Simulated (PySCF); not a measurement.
Molecule: `InChI=1S/C6H15N/c1-6(2,3)7(4)5/h1-5H3`.

Numbering as in the mapped SMILES `[CH3:1][N:2]([CH3:3])[C:4]([CH3:5])([CH3:6])[CH3:7]` (H(Xn): hydrogen on atom n).

Geometry PBE0-D3(BJ)/def2-SVP throughout; GIAO in PySCF, gas phase, one conformer, non-relativistic; equivalent atoms averaged; functional PBE0.

Q: How do the absolute shieldings σ depend on the basis set? (ppm; last column core-seconds on shared hosts with different chips, so compare them loosely)

A: 
| basis set | functions | C4 | C1/C3 | C5/C6/C7 | N2 | H(C1)/H(C3) | H(C5)/H(C6)/H(C7) | core-s |
| --- | --- | --- | --- | --- | --- | --- | --- | --- |
| STO-3G | 50 | 185.0 | 198.8 | 210.5 | 291.8 | 31.39 | 31.82 | 5.9 |
| pcSseg-0 | 93 | 142.0 | 153.2 | 164.0 | 237.2 | 30.65 | 31.69 | 15 |
| 6-31G | 93 | 148.7 | 162.6 | 172.8 | 229.7 | 30.24 | 31.36 | 13 |
| 6-31G* | 128 | 144.7 | 157.2 | 168.5 | 229.6 | 29.77 | 30.88 | 18 |
| cc-pVDZ | 173 | 143.8 | 159.1 | 170.1 | 228.4 | 29.18 | 30.29 | 40 |
| def2-SVP | 173 | 144.6 | 157.0 | 167.7 | 232.4 | 29.29 | 30.36 | 38 |
| pcSseg-1 | 194 | 132.4 | 146.1 | 157.8 | 217.7 | 29.09 | 30.25 | 32 |
| 6-311+G(2d,p) | 279 | 133.6 | 149.2 | 161.0 | 214.2 | 29.31 | 30.53 | 55 |
| aug-cc-pVDZ | 296 | 142.3 | 159.0 | 170.0 | 224.2 | 29.08 | 30.33 | 99 |
| def2-TZVP | 307 | 133.0 | 148.5 | 160.4 | 216.4 | 29.27 | 30.48 | 110 |

Q: Which nucleus moves most, in ppm?

A: N2 (amine nitrogen): from 214.2 ppm with 6-311+G(2d,p) to 291.8 ppm with STO-3G. The smallest spread is 1.58 ppm, at H(C5)/H(C6)/H(C7). Proton shifts span only some 12 ppm, so a few tenths of a ppm matter as much there as several ppm in carbon.

Q: Taking the largest basis, def2-TZVP (307 functions), as the yardstick, rank the others by their worst heavy-atom deviation.

A: 6-311+G(2d,p) 2.1 ppm (279 functions), pcSseg-1 2.6 ppm (194 functions), aug-cc-pVDZ 10.5 ppm (296 functions), cc-pVDZ 12.1 ppm (173 functions), 6-31G* 13.2 ppm (128 functions), 6-31G 15.7 ppm (93 functions), def2-SVP 16.0 ppm (173 functions), pcSseg-0 20.8 ppm (93 functions), STO-3G 75.4 ppm (50 functions).

A small basis that lands close on one nucleus may do so by chance; judge by the trend and by all nuclei.
